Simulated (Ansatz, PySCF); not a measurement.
Cl2H3HfOSi, SMILES [SiH3][O][Hf+]([Cl])[Cl], charge +1, multiplicity 1. Atoms are numbered in the order given.

```xyz
8

Hf     1.1282     0.0199     1.7028
Cl    -0.4870    -0.5832     3.2234
Cl     1.4941     2.2835     1.8676
O      0.4253    -0.2937     0.0131
Si    -0.4941    -0.3628    -1.4728
H     -0.5183     1.0262    -1.9827
H     -1.8279    -0.8723    -1.0841
H      0.2642    -1.2948    -2.3369
```
Charge +1, spin multiplicity 1.

Geometry: B3LYP-D3(BJ)/def2-SVP. The spin state was assumed, not searched. The isomer is the one that the SMILES or the coordinates give; other isomers of the formula were not compared. The def2 effective core potentials stand for the cores of Hf; spin–orbit coupling is left out. Other conformers were not sampled.

Two levels are set side by side: PBE-D3(BJ)/def2-SVP (Ansatz, a program for electronic structure) and B3LYP-D3(BJ)/def2-SVP (Ansatz). Each level has its own optimised geometry; the coordinates shown are those of the second. Frequencies come from the Hessian of PySCF at each geometry. Differences are taken from unrounded values.

```
quantity                            B3LYP-D3(BJ)
----------------------------------  ------------
mean bond length (Å)                       1.806
bond Hf1–Cl2 (Å)                           2.299
bond Hf1–Cl3 (Å)                           2.299
bond Hf1–O4 (Å)                            1.857
bond O4–Si5 (Å)                            1.749
bond Si5–H6 (Å)                            1.480
bond Si5–H7 (Å)                            1.480
bond Si5–H8 (Å)                            1.480
highest harmonic wavenumber (cm⁻¹)          2303
mean harmonic wavenumber (cm⁻¹)              774
zero-point energy (kcal/mol)               19.92
```

Task: What does PBE-D3(BJ) give, and how far is it from B3LYP-D3(BJ)? (Estimate from the structure and the level; the computed values follow.)

Result: 
| quantity | PBE-D3(BJ) | PBE-D3(BJ) minus B3LYP-D3(BJ) |
|---|---|---|
| mean bond length (Å) | 1.813 | 0.007 |
| bond Hf1–Cl2 (Å) | 2.296 | -0.003 |
| bond Hf1–Cl3 (Å) | 2.296 | -0.003 |
| bond Hf1–O4 (Å) | 1.859 | 0.003 |
| bond O4–Si5 (Å) | 1.760 | 0.011 |
| bond Si5–H6 (Å) | 1.493 | 0.014 |
| bond Si5–H7 (Å) | 1.493 | 0.014 |
| bond Si5–H8 (Å) | 1.493 | 0.013 |
| highest harmonic wavenumber (cm⁻¹) | 2244 | -60 |
| mean harmonic wavenumber (cm⁻¹) | 750 | -24 |
| zero-point energy (kcal/mol) | 19.30 | -0.62 |

Exact exchange shortens and stiffens bonds; PBE has none. Differences between two approximate levels are no errors against the true value.
